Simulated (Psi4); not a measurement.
H3O2 (SMILES O[OH2+]), charge +1, singlet, geometry from GFN2-xTB; MP3/cc-pVDZ run with Psi4.

The Psi4 input:
```
memory 2 GB

molecule mol {
1 1
  O     0.623757   -0.284607    0.321453
  O    -0.539542    0.250035   -0.287467
  H     1.366644   -0.205826   -0.316162
  H    -0.838253    0.982836    0.325740
  H    -1.202115   -0.500436   -0.281464
}

set basis cc-pvdz
set reference rhf

energy('mp3')
print_variables()
```

What the program printed (banner, timings and long lists left out):

```
    Information: MP3 default algorithm changed to DF in August 2020. Use `set mp_type conv` for previous behavior.
    For method 'MP3', SCF Algorithm Type (re)set to DISK_DF.

   => Loading Basis Set <=

    Name: CC-PVDZ
    Role: ORBITAL
    Keyword: BASIS

         ---------------------------------------------------------
                                   SCF
               by Justin Turney, Rob Parrish, Andy Simmonett
                          and Daniel G. A. Smith
                              RHF Reference
         ---------------------------------------------------------

  ==> Geometry <==

    Molecular point group: c1
    Full point group: C1

    Geometry (in Angstrom), charge = 1, multiplicity = 1:

       Center              X                  Y                   Z               Mass
    ------------   -----------------  -----------------  -----------------  -----------------
         O            0.604678085989    -0.276774606201     0.313753365342    15.994914619570
         O           -0.558620914011     0.257867393799    -0.295166634658    15.994914619570
         H            1.347565085989    -0.197993606201    -0.323861634658     1.007825032230
         H           -0.857331914011     0.990668393799     0.318040365342     1.007825032230
         H           -1.221193914011    -0.492603606201    -0.289163634658     1.007825032230

  Running in c1 symmetry.

  Rotational constants: A =      6.60975  B =      0.82739  C =      0.82047 [cm^-1]
  Rotational constants: A = 198155.24861  B =  24804.58718  C =  24597.05398 [MHz]
  Nuclear repulsion =   43.923305906187387

  Charge       = 1
  Multiplicity = 1
  Electrons    = 18
  Nalpha       = 9
  Nbeta        = 9

  ==> Algorithm <==

  SCF Algorithm Type is DISK_DF.
  DIIS enabled.
  MOM disabled.
  Fractional occupation disabled.
  Guess Type is SAD.
  Energy threshold   = 1.00e-08
  Density threshold  = 1.00e-08
  Integral threshold = 1.00e-12

  ==> Primary Basis <==

  Basis Set: CC-PVDZ
    Blend: CC-PVDZ
    Number of shells: 21
    Number of basis functions: 43
    Number of Cartesian functions: 45
    Spherical Harmonics?: true
    Max angular momentum: 2

   => Loading Basis Set <=

    Name: (CC-PVDZ AUX)
    Role: JKFIT
    Keyword: DF_BASIS_SCF

  ==> Integral Setup <==

  ==> DiskDFJK: Density-Fitted J/K Matrices <==

    J tasked:                  Yes
    K tasked:                  Yes
    wK tasked:                  No
    Integrals threads:           1
    Algorithm:                Core
    Integral Cache:           SAVE
    Schwarz Cutoff:          1E-12
    Fitting Condition:       1E-10

   => Auxiliary Basis Set <=

  Basis Set: (CC-PVDZ AUX)
    Blend: CC-PVDZ-JKFIT
    Number of shells: 75
    Number of basis functions: 209
    Number of Cartesian functions: 237
    Spherical Harmonics?: true
    Max angular momentum: 3

  Minimum eigenvalue in the overlap matrix is 1.9548416303E-02.
  Reciprocal condition number of the overlap matrix is 4.8149004012E-03.
    Using symmetric orthogonalization.

  ==> Pre-Iterations <==

  SCF Guess: Superposition of Atomic Densities via on-the-fly atomic UHF (no occupation information).

   -------------------------
    Irrep   Nso     Nmo
   -------------------------
     A         43      43
   -------------------------
    Total      43      43
   -------------------------

  ==> Iterations <==

                           Total Energy        Delta E     RMS |[F,P]|

   @DF-RHF iter SAD:  -150.82181431393090   -1.50822e+02   0.00000e+00
   @DF-RHF iter   1:  -150.99109823316979   -1.69284e-01   8.04837e-03 DIIS/ADIIS
   @DF-RHF iter   2:  -151.04549689352353   -5.43987e-02   3.71047e-03 DIIS/ADIIS
   @DF-RHF iter   3:  -151.05383350065341   -8.33661e-03   1.21192e-03 DIIS/ADIIS
   @DF-RHF iter   4:  -151.05533201004476   -1.49851e-03   3.33600e-04 DIIS/ADIIS
   @DF-RHF iter   5:  -151.05551809519164   -1.86085e-04   1.00692e-04 DIIS/ADIIS
[...]
  @DF-RHF Final Energy:  -151.05554973431984
    Total Energy =                       -151.0555497343198397
  DIE_IF_NOT_CONVERGED          => (empty)
[...]
  PE                            => (empty)
  PPL_TYPE                      => (empty)
  PRINT                         => (empty)
  PRINT_NOONS                   => (empty)
  PROPERTIES                    => (empty)
  PROPERTIES_ORIGIN             => (empty)
  PUREAM                        => (empty)
  QCHF                          => (empty)
  QC_MODULE                     => (empty)
  RAS1                          => (empty)
  RAS2                          => (empty)
  RAS3                          => (empty)
  RAS4                          => (empty)
  READ_SCF_3INDEX               => (empty)
  REGULARIZATION                => (empty)
  REG_PARAM                     => (empty)
  RELATIVISTIC                  => (empty)
  REMP_A                        => (empty)
  RESTRICTED_DOCC               => (empty)
  RESTRICTED_UOCC               => (empty)
  RMS_MOGRAD_CONVERGENCE        => (empty)
  R_CONVERGENCE                 => (empty)
  SCF_TYPE                      => DISK_DF         !
  SCREENING                     => (empty)
  SCS_TYPE                      => (empty)
  SOCC                          => (empty)
  SOS_TYPE                      => (empty)
  TRIPLES_IABC_TYPE             => (empty)
  WFN                           => (empty)
  WFN_TYPE                      => DF-OMP3         !
  WRITER_FILE_LABEL             => (empty)
  ZORA_BASIS_TOLERANCE          => (empty)
  ZORA_NR_DEBUG                 => (empty)
  ZORA_PRUNING_SCHEME           => (empty)
  ZORA_RADIAL_POINTS            => (empty)
  ZORA_SPHERICAL_POINTS         => (empty)

	For this residual convergence, default PCG convergence is:     1.00e-07
	For this energy convergence, default residual convergence is:     3.16e-07

 ==============================================================================
 ==============================================================================
 ==============================================================================

                     DF-MP3
              Program Written by Ugur Bozkaya
              Latest Revision September 9, 2017

 ==============================================================================
 ==============================================================================
 ==============================================================================

	MO spaces...

	 FC   OCC   VIR   FV
	----------------------
	  0    9    34    0

	Number of basis functions in the DF-CC basis: 154

	Total memory requirement for DF+CC int:      4.67 MB

	Computing DF-MP2 energy ...
	=======================================================================
	Nuclear Repulsion Energy (a.u.)    :    43.92330590618739
	DF-HF Energy (a.u.)                :  -151.05554973431984
	REF Energy (a.u.)                  :  -151.05554973431984
	DF-MP2 Correlation Energy (a.u.)   :    -0.38909630653722
	DF-MP2 Total Energy (a.u.)         :  -151.44464604085707
	=======================================================================

	=======================================================================
	================ MP3 FINAL RESULTS ====================================
	=======================================================================
	Nuclear Repulsion Energy (a.u.)    :    43.92330590618739
	SCF Energy (a.u.)                  :  -151.05554973431984
	REF Energy (a.u.)                  :  -151.05554973431984
	3rd Order Energy (a.u.)            :    -0.01052815563591
	DF-MP2.5 Correlation Energy (a.u.) :    -0.39436038435518
	DF-MP2.5 Total Energy (a.u.)       :  -151.44991011867501
	DF-MP3 Correlation Energy (a.u.)   :    -0.39962446217314
	DF-MP3 Total Energy (a.u.)         :  -151.45517419649298
	=======================================================================

  Variable Map:
  ----------------------------------------------------------------------------
[...]
  Array Variable Map:
  ----------------------------------------------------------------------------
[...]
[...]
```
